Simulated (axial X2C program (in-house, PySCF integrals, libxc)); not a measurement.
# YO⁺: from the spin-free to the two-component result

Calculated with an in-house relativistic program for diatomic molecules. Spin-free means the one-electron spin-free X2C Hamiltonian; two-component (2c) means X2C with spin–orbit coupling and atomic mean-field two-electron Coulomb and Gaunt terms, so the difference of the two also holds small scalar two-electron terms. Basis: Y dyall-cv3z [11s12p9d6f3g], O dyall-av3z [7s6p3d2f] (cores contracted in-house); Gaussian nuclei, density fitting, unrestricted open shells. Masses: Y 88.906 u, O 15.995 u.

Spin-free state: M_S = 0, Λ = 0 (closed shell); fragments Y+ + O.

| level | Re (Å) | ωe (cm⁻¹) | μ (D) |
| --- | --- | --- | --- |
| PBE0 | 1.726 | 963.3 | -6.99 |
| HF | 1.714 | 999.1 | -8.27 |
| MP2 | 1.779 | 866.0 | n/a |
| CCSD | 1.749 | 937.6 | n/a |
| CCSD(T) | 1.766 | 894.8 | n/a |
| M06 | 1.724 | 960.9 | -7.06 |

Correlated methods: 8 electrons correlated (number of frozen shells: Y 4 s, 3 p, 1 d; O 1 s), 310 virtual spin orbitals or spinors in MP2, 90 natural virtuals in coupled cluster.

Dipoles are positive if O is the positive end and refer to the centre of mass.

Two-component determinant lowest at the distance of the search:

Ω = 0 (closed shell); fragments Y+ + O.

| level | Re (Å) | ωe (cm⁻¹) | μ (D) |
| --- | --- | --- | --- |
| PBE0 | 1.726 | 963.6 | -6.97 |
| HF | 1.714 | 999.3 | -8.26 |
| MP2 | 1.778 | 866.2 | n/a |
| CCSD | 1.749 | 937.8 | n/a |
| CCSD(T) | 1.766 | 895.0 | n/a |
| M06 | 1.723 | 961.2 | -7.05 |

(1) From the two tables, how do the constants change at the CCSD(T) level (2c against spin-free)?

Occupations by symmetry block were frozen at the best pattern of an incomplete PBE0 search. Closed shells are restricted here (equal orbitals for both partners); the stretched side of such a curve lies too high. De is not given where an atomic determinant may have missed its ground term or J level, or where the truncated virtual space spoils (T). CCSD and (T) use frozen natural virtuals with an MP2 correction for the truncation; (T) itself is uncorrected, so its De runs slightly low. The functionals have no current-density term, which raises determinants with orbital currents, atoms included. The outer-core s and p shells of the metal are frozen in the correlated rows, which leaves out core–valence correlation; for alkali and alkaline-earth bonds that tends to lengthen them. The T1 diagnostic is large, a sign of multireference character. With the outer-core shells frozen, correlated bond lengths of heavy atoms tend to come out a few hundredths of an ångström too long.

## Answers

(1) At the CCSD(T) level Re is unchanged within 0.001 Å and ωe is unchanged to within 0.2 cm⁻¹.
